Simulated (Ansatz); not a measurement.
Reaction (hydrogenolysis of a C–Si bond): `C/[C]([AlH2])=C\[SiH3]` + H₂ → `C=[C](C)[AlH2]` + SiH₄

Program: Ansatz. Geometries: PBE0-D4/def2-TZVP. ΔE: electronic, gas phase. CBS: MP2 limit from def2 TZ/QZ plus the TZ coupled-cluster correction, frozen cores. This one scheme is used for every species. DFT in def2-TZVPP. B3LYP here is the variant with VWN-RPA as its local correlation; programs differ in this.

```tsv
level	ΔE (kJ/mol)	difference from CCSD(T)/CBS
PBE-D4	-21.1	4.8
r2SCAN-D4	-23.7	2.2
PBE0-D4	-25.7	0.2
ωB97X-V	-30.6	-4.7
ωB97M-V	-28.1	-2.2
B2PLYP	-34.3	-8.4
PBE	-29.3	-3.4
B3LYP	-40.6	-14.7
MP2/def2-TZVPP	-22.7	3.2
SCS-MP2/def2-TZVPP	-29.9	-4.0
CCSD/def2-TZVPP	-35.1	-9.2
CCSD(T)/def2-TZVPP	-29.3	-3.4
MP2/def2-QZVPP	-20.7	5.2
SCS-MP2/def2-QZVPP	-28.0	-2.1
HF/CBS(def2)	-56.6	-30.7
CCSD/CBS(def2)	-31.7	-5.8
CCSD(T)/CBS	-25.9	0
```

Largest T1 diagnostic among the species: 0.012.

From PBE to PBE0 (25 % exact exchange), in def2-TZVPP and without D4, ΔE moves by −3.8 kJ/mol. In def2-TZVPP, CCSD(T) changes the Hartree–Fock value by +27.6 kJ/mol (the triples alone add +5.8 kJ/mol) and MP2 by +34.2 kJ/mol. The D4 term adds +13.2 kJ/mol with B3LYP and +7.4 kJ/mol with PBE0; it sums over pairs of atoms, weighted by their polarisabilities, and B3LYP, whose exchange is more repulsive, gets the larger term.
